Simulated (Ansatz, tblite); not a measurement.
Removing and adding an electron: the cluster Al₄B₂ (the lowest singlet isomer of a short search). Total charge 0; singlet. Geometry: B3LYP-D4/def2-SVP. Ansatz, gas phase; energy differences of separate SCF runs; the oxidised species was run as a doublet alone; the reduced species was run as a doublet alone.

Cartesian coordinates in Å:
```
B -0.1476 -0.1650 -0.3364
B 0.0900 0.4664 1.0593
Al 1.4947 -0.1000 -1.6329
Al 2.0469 1.0405 0.7739
Al -1.8858 -0.0498 1.6661
Al -1.5981 -1.1922 -1.5299
```

The xTB rows come from tblite. The structure comes from a short search, and lower isomers may exist.

```tsv
level	−HOMO (eV)	vertical IE (eV)	−LUMO (eV)	vertical EA (eV)	HOMO–LUMO gap (eV)	IE − EA (eV)	remarks
GFN1-xTB	7.54	9.96	5.52	3.42	2.02	6.54	–
GFN2-xTB	6.41	9.08	5.63	3.15	0.78	5.92	–
PBE-D4/def2-TZVP	4.80	6.79	3.44	–	1.36	–	–
PBE-D4/def2-TZVPD	4.81	–	3.45	1.58	1.36	–	HOMO above zero (-1 doublet)
r2SCAN-D4/def2-TZVP	4.96	6.78	3.49	–	1.47	–	spin-contaminated (⟨S²⟩ 0.94) (+1 doublet)
r2SCAN-D4/def2-TZVPD	4.95	–	3.49	1.69	1.47	–	HOMO above zero (-1 doublet)
PBE0-D4/def2-TZVP	5.52	6.82	2.95	–	2.57	–	spin-contaminated (⟨S²⟩ 0.95) (+1 doublet)
PBE0-D4/def2-TZVPD	5.53	–	2.96	1.69	2.57	–	–
```

Relaxing the reduced species (B3LYP-D4/def2-SVPD) changes its energy by -0.60 eV at PBE-D4/def2-TZVPD, so the adiabatic electron affinity to this nearest minimum is 2.17 eV. On the way B1–Al4 forms and B1–Al5 forms and Al5–Al6 forms. At PBE0-D4/def2-TZVPD it is 2.36 eV.  Run but left out: HF/def2-TZVPP (singlet: restricted singlet, unstable towards broken spin symmetry); MP2/def2-TZVPP, CCSD/def2-TZVPP, CCSD(T)/def2-TZVPP (charge +1 doublet: ⟨S²⟩ 2.07, where a pure state has 0.75).   A HOMO above zero means that the electron is unbound at that level or that self-interaction error raises the level; the energy of removing that electron tells which. Raw xTB energy differences between charge states are shifted by several eV; the methods need an empirical correction for them.
